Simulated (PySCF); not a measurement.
MgClBr, SMILES [Br][Mg][Cl]. Geometry optimised at B3LYP-D3(BJ)/def2-TZVP.

Calculation: PySCF with B3LYP-D3(BJ)/def2-TZVP.

Harmonic wavenumbers (cm⁻¹): 101, 101, 251, 574. Rotational constants (GHz): 0.9802 (linear); symmetry number 1.

**Question.** Work out the zero-point energy and the ideal-gas rigid-rotor harmonic-oscillator thermochemistry at 298.15 K and 1 atm.

**Answer.** ZPE = ½ Σ hcν = ½ × 1028 cm⁻¹ = 6.15 kJ/mol. H − E(el) = 20.40 kJ/mol. Entropy in J/(mol K): translation 170.35, rotation 81.10, vibration 38.00, total 289.45. G − E(el) = -65.90 kJ/mol. Cp = 57.32 J/(mol K). Modes under 150 cm⁻¹ make the vibrational entropy uncertain.
